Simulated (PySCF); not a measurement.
Hexafluorophosphate, PF₆ (charge -1).
Bonds: F1–P2, P2–F3, P2–F4, P2–F5, P2–F6, P2–F7.

The same species was optimised twice, with GFN2-xTB and with PBE0-D3(BJ)/def2-SVP (PySCF), and the same property calculations (PySCF, gas phase) were run on both structures.

```json
{"coordinate": "P2–F6 (Å)", "GFN2-xTB": "1.629", "PBE0-D3(BJ)/def2-SVP": "1.631", "change": "+0.002"}
{"coordinate": "P2–F3 (Å)", "GFN2-xTB": "1.629", "PBE0-D3(BJ)/def2-SVP": "1.631", "change": "+0.002"}
{"coordinate": "P2–F5 (Å)", "GFN2-xTB": "1.629", "PBE0-D3(BJ)/def2-SVP": "1.631", "change": "+0.002"}
{"coordinate": "P2–F4 (Å)", "GFN2-xTB": "1.629", "PBE0-D3(BJ)/def2-SVP": "1.631", "change": "+0.002"}
{"coordinate": "F1–P2 (Å)", "GFN2-xTB": "1.629", "PBE0-D3(BJ)/def2-SVP": "1.631", "change": "+0.002"}
{"coordinate": "P2–F7 (Å)", "GFN2-xTB": "1.629", "PBE0-D3(BJ)/def2-SVP": "1.631", "change": "+0.002"}
{"coordinate": "F1–P2–F7 (°)", "GFN2-xTB": "180.0", "PBE0-D3(BJ)/def2-SVP": "179.9", "change": "-0.1"}
{"coordinate": "F1–P2–F6 (°)", "GFN2-xTB": "90.0", "PBE0-D3(BJ)/def2-SVP": "89.9", "change": "-0.1"}
{"coordinate": "F1–P2–F4 (°)", "GFN2-xTB": "90.0", "PBE0-D3(BJ)/def2-SVP": "90.0", "change": "0.0"}
{"coordinate": "F3–P2–F7 (°)", "GFN2-xTB": "90.0", "PBE0-D3(BJ)/def2-SVP": "90.1", "change": "+0.1"}
{"coordinate": "F5–P2–F6 (°)", "GFN2-xTB": "180.0", "PBE0-D3(BJ)/def2-SVP": "180.0", "change": "0.0"}
{"coordinate": "F6–P2–F7 (°)", "GFN2-xTB": "90.0", "PBE0-D3(BJ)/def2-SVP": "90.0", "change": "0.0"}
{"coordinate": "F3–P2–F4 (°)", "GFN2-xTB": "180.0", "PBE0-D3(BJ)/def2-SVP": "180.0", "change": "0.0"}
{"coordinate": "F4–P2–F6 (°)", "GFN2-xTB": "90.0", "PBE0-D3(BJ)/def2-SVP": "90.0", "change": "0.0"}
```

Rotational constants: A = 2507, B = 2507, C = 2506 MHz (GFN2-xTB) against A = 2501, B = 2501, C = 2499 MHz (PBE0-D3(BJ)/def2-SVP). Point groups within 0.08 Å: Oh and Oh. Atoms that the bonding makes alike are paired by their places after alignment.

On the GFN2-xTB structure: HOMO (eV) -5.31 [PBE0/pcSseg-1]; LUMO (eV) 7.57 [PBE0/pcSseg-1]; GIAO shielding of F1 (×6) (mean) (ppm) 257.1 [PBE0/pcSseg-1]; GIAO shielding of P2 (ppm) 441.8 [PBE0/pcSseg-1].

Q: What do these properties become on the PBE0-D3(BJ)/def2-SVP structure?

A: 
| property | level | on GFN2-xTB | on PBE0-D3(BJ)/def2-SVP | change |
| --- | --- | --- | --- | --- |
| HOMO (eV) | PBE0/pcSseg-1 | -5.31 | -5.32 | -0.01 |
| LUMO (eV) | PBE0/pcSseg-1 | 7.57 | 7.50 | -0.07 |
| energy, GFN2-xTB geometry as zero (kcal/mol) | PBE0/pcSseg-1 | 0.0 | -0.1 | -0.1 |
| GIAO shielding of F1 (×6) (mean) (ppm) | PBE0/pcSseg-1 | 257.1 | 256.0 | -1.1 |
| GIAO shielding of P2 (ppm) | PBE0/pcSseg-1 | 441.8 | 440.7 | -1.1 |

The heavy atoms differ by 0.002 Å rms after alignment (one structure mirrored). Among bonds between heavy atoms F1–P2, P2–F3, P2–F4, P2–F5, P2–F6 and P2–F7 change most and about equally (+0.002 Å). Changes are differences of the printed values. Neither structure is proved a minimum here. Isolated species at its PBE0-D3(BJ)/def2-SVP geometry, gas phase. The geometry's basis has no diffuse functions, a weakness for an anion.
